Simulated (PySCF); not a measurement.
**Mayer bond orders and bond lengths**

Species: C9H16.
Atom-mapped SMILES: `[CH2:1]=[CH:2][C@@H:3]1[CH2:4][CH2:5][CH2:6][CH2:7][C@H:8]1[CH3:9]` (hydrogens: H10, H11 on C1; H12 on C2; H13 on C3; H14, H15 on C4; H16, H17 on C5; H18, H19 on C6; H20, H21 on C7; H22 on C8; H23, H24, H25 on C9)

Cartesian coordinates in Å at the GFN2-xTB level; atoms count from 1:
```
atom  x, y, z in Å
C1     3.123   -0.457    0.107
C2     1.939   -0.352    0.680
C3     0.703    0.154    0.002
C4     0.253    1.458    0.674
C5    -1.013    2.003    0.022
C6    -2.131    0.969    0.101
C7    -1.696   -0.327   -0.575
C8    -0.426   -0.889    0.065
C9    -0.007   -2.184   -0.627
H10    3.989   -0.813    0.639
H11    3.277   -0.190   -0.926
H12    1.811   -0.625    1.720
H13    0.929    0.360   -1.050
H14    1.058    2.194    0.605
H15    0.063    1.270    1.733
H16   -1.318    2.925    0.520
H17   -0.812    2.239   -1.026
H18   -3.034    1.354   -0.377
H19   -2.366    0.770    1.150
H20   -1.512   -0.138   -1.635
H21   -2.496   -1.069   -0.505
H22   -0.634   -1.107    1.119
H23    0.870   -2.610   -0.146
H24    0.234   -1.996   -1.672
H25   -0.813   -2.914   -0.588
```

Bond orders from the PBE0/pcSseg-1 density (PySCF). Isolated species at its GFN2-xTB geometry (one conformer only).

Question: Where do the orders between heavy atoms depart from those drawn in the SMILES?

Answer: The largest departure is 0.050, at C8–C9 (drawn single, 1.050) and C6–C7 (drawn single, 1.049).

Question: Set the Mayer orders of the bonds between heavy atoms beside their lengths.

Answer: 
```tsv
bond	drawn as	length (Å)	Mayer order
C1–C2	double	1.319	1.983
C2–C3	single	1.498	1.004
C3–C4	single	1.535	0.999
C4–C5	single	1.525	1.046
C5–C6	single	1.525	1.040
C6–C7	single	1.525	1.049
C7–C8	single	1.530	1.008
C8–C9	single	1.527	1.050
C8–C3	single	1.538	0.954
```

By pair of heavy elements: C–C: lowest C8–C3 (0.954, 1.538 Å), highest C1–C2 (1.983, 1.319 Å); in 4 of the 36 pairs the longer bond (by over 0.003 Å) has the higher order (by 0.02 or more).

Question: And the bonds to hydrogen?

Answer: C–H: 0.94 to 0.96 (16 bonds).

Question: Sum the orders of all bonds at each heavy atom with more than one neighbour and set the sums beside the valence in the SMILES.

Answer: C1 3.889 (drawn 4), C2 3.943 (drawn 4), C3 3.897 (drawn 4), C4 3.939 (drawn 4), C5 3.984 (drawn 4), C6 3.988 (drawn 4), C7 3.950 (drawn 4), C8 3.947 (drawn 4), C9 3.933 (drawn 4). Orders between atoms that aren't bonded are not in these sums.

The Mayer order sums products of elements of PS (density times overlap matrix) between the two atoms' basis functions, so it depends on the basis set.
